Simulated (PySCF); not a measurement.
**C₆ coefficients of unlike pairs at UHF**

Calculated with PySCF 2.14 from the dipole response of each species, C₆(A,B) = (3/π) ∫ α_A(iu) α_B(iu) du, in atomic units, from isotropic polarisabilities. For ions this is the dispersion term alone; charge-induced terms of lower order in 1/R come first.

```csv
species,configuration,basis,relativity,α (bohr³),C₆ (like pair)
Cr,[Ar] 3d5 4s1 (7S),def2-TZVPPD (6s6p4d2f1g),none,111.4,987.2
Zr⁺,[Kr] 4d2 5s1 (4F),def2-TZVPPD with the def2 core potential (28 electrons) (6s4p3d2f1g),core potential,76.67,694.3
N³⁺,[He] 2s2 (1S),"x2c-QZVPPall with one added diffuse shell each of s, p, d, f type (8s5p4d3f1g)",spin-free X2C,2.228,2.245
Sm,[Xe] 4f6 6s2 (7F),"x2c-TZVPPall with one added diffuse shell each of s, p, d, f type (12s8p8d5f2g)",spin-free X2C,251.7,4554
```

(1) Estimate C₆ for Zr⁺ with Cr.

No spin-orbit coupling is included.

The other pairs:

| pair | C₆ |
| --- | --- |
| Sm, Zr⁺ | 1728 |
| N³⁺, Zr⁺ | 34.24 |
| Sm, Cr | 2118 |
| Sm, N³⁺ | 74.76 |
| N³⁺, Cr | 35.85 |

Results:

(1) The integral gives 811.3. The combination rule 2 C_A C_B / (C_A α_B/α_A + C_B α_A/α_B) gives 812.1 and the geometric mean 827.9.
